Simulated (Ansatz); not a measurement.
`CCCC(C)CC` + `CN[SiH](O)O` → `CN(C)[SiH](O)O` + `CCCC(C)C`  (substitution at a C–C bond)

Program: Ansatz. Geometries: PBE0-D4/def2-TZVP. ΔE: electronic, gas phase. CCSD(T)/CBS adds triple-zeta CCSD(T) − MP2 to the extrapolated MP2 energy (def2 sets, frozen cores). Functionals use def2-TZVPP. One conformer a species, not always the lowest.

`CCCC(C)CC`:

Z-matrix (Å, degrees):
```
C
C 1 1.519
H 1 1.094 2 111.0
H 1 1.094 2 111.1 3 -119.5
H 1 1.093 2 111.7 3 120.2
C 2 1.520 1 112.5 3 59.8
H 2 1.094 1 109.2 3 -62.7
H 2 1.097 1 109.6 3 -178.6
C 6 1.527 2 115.4 1 175.7
H 6 1.099 2 109.3 1 -61.2
H 6 1.097 2 108.5 1 53.7
C 9 1.523 6 111.8 2 63.2
C 9 1.528 6 109.9 2 -172.1
H 9 1.100 6 107.6 2 -55.3
H 12 1.095 9 110.4 6 61.5
H 12 1.091 9 111.8 6 -58.4
H 12 1.092 9 111.8 6 -178.5
C 13 1.519 9 114.9 6 172.4
H 13 1.096 9 108.3 6 50.4
H 13 1.097 9 108.7 6 -64.3
H 18 1.092 13 111.0 9 -175.5
H 18 1.092 13 112.1 9 64.6
H 18 1.094 13 111.0 9 -55.8
```

`CN[SiH](O)O`:

Cartesian coordinates in Å:
```
C 0.739 0.225 1.528
N 0.614 -0.628 0.364
Si -0.281 -0.263 -1.030
O -1.891 -0.081 -0.726
O 0.141 1.182 -1.678
H 1.659 0.820 1.522
H -0.100 0.924 1.559
H 0.710 -0.357 2.454
H 1.324 -1.338 0.291
H -0.020 -1.384 -1.967
H -2.322 -0.801 -0.266
H -0.573 1.701 -2.051
```

`CN(C)[SiH](O)O`:

Z-matrix (Å, degrees):
```
C
N 1 1.443
H 1 1.098 2 110.6
H 1 1.100 2 111.8 3 119.6
H 1 1.089 2 110.4 3 -119.4
C 2 1.443 1 113.4 3 -60.0
Si 2 1.703 1 123.7 3 134.3
H 6 1.099 2 111.9 1 -58.9
H 6 1.091 2 110.7 1 -179.4
H 6 1.098 2 110.9 1 60.9
O 7 1.644 2 104.5 1 -30.1
O 7 1.641 2 110.1 1 -153.4
H 7 1.485 2 116.8 1 90.6
H 11 0.958 7 116.2 2 159.6
H 12 0.959 7 116.3 2 54.3
```

`CCCC(C)C`:

```xyz
20

C     1.648    0.088    1.716
C     0.894   -1.042    1.033
C     0.478   -0.732   -0.399
C    -0.440    0.474   -0.586
C    -0.724    0.690   -2.066
C    -1.740    0.333    0.193
H     1.995   -0.210    2.708
H     1.024    0.976    1.842
H     2.526    0.384    1.132
H     0.014   -1.307    1.628
H     1.524   -1.938    1.022
H    -0.020   -1.613   -0.825
H     1.382   -0.575   -1.002
H     0.083    1.364   -0.215
H    -1.344    1.575   -2.228
H     0.201    0.818   -2.634
H    -1.256   -0.170   -2.487
H    -2.397    1.189    0.016
H    -1.570    0.265    1.269
H    -2.280   -0.568   -0.117
```

```tsv
level	ΔE (eV)
r2SCAN	0.26
PBE0	0.28
SCS-MP2/def2-TZVPP	0.26
SCS-MP2/def2-QZVPP	0.28
```

(1) What does CCSD(T)/CBS give? (An estimate is asked.)

Largest T1 diagnostic among the species: 0.011.

## Answers

(1) Ansatz gave: +0.29 eV. The listed levels differ from it by -0.03, -0.01, -0.03, -0.01 eV.

In def2-TZVPP, CCSD(T) changes the Hartree–Fock value by −0.06 eV (the triples alone add −0.01 eV) and MP2 by −0.06 eV. The D4 term adds −0.04 eV with B3LYP and −0.02 eV with PBE0; it sums over pairs of atoms, weighted by their polarisabilities, and B3LYP, whose exchange is more repulsive, gets the larger term.

B3LYP here is the variant with VWN-RPA as its local correlation; programs differ in this.
